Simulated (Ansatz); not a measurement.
Calculated with Ansatz (gas phase, PBE0-D4/def2-TZVP geometries, no zero-point term in ΔE). CCSD(T)/CBS adds triple-zeta CCSD(T) − MP2 to the extrapolated MP2 energy (def2 sets, frozen cores). This one scheme is used for every species. Functionals use def2-TZVPP. Each species was taken in one conformer, which may not be the lowest.

Consider the substitution at a C–Al bond: `B[CH2][Al]([CH3])[SiH3]` + HCl → `BCCl` + `[CH3][AlH][SiH3]`.

```csv
level,ΔE (kJ/mol)
B97M-V,107.4
MP2/def2-SVP,120.1
```

(1) What does CCSD(T)/CBS give? (An estimate is asked.)

Largest T1 diagnostic among the species: 0.012.

Answers

(1) The calculation gave: +115.4 kJ/mol. The listed levels differ from it by -8.0, 4.7 kJ/mol.

In def2-TZVPP, CCSD(T) changes the Hartree–Fock value by +32.3 kJ/mol (the triples alone add +4.2 kJ/mol) and MP2 by +37.1 kJ/mol. Leaving LDA and LC-ωPBE aside and taking each functional with its dispersion term where it has one, the values, not all of them listed here, spread over 12.5 kJ/mol, from ωB97X-V to r2SCAN-D4. LDA lies +9.7 kJ/mol from PBE without D4. The D4 term adds +6.3 kJ/mol with B3LYP and +4.1 kJ/mol with PBE0; it sums over pairs of atoms, weighted by their polarisabilities, and B3LYP, whose exchange is more repulsive, gets the larger term.

CCSD(T)/CBS has its own doubt, a few kJ/mol and more with outer-core shells, so smaller differences from it don't rank the levels.

B3LYP here is the variant with VWN-RPA as its local correlation; programs differ in this.
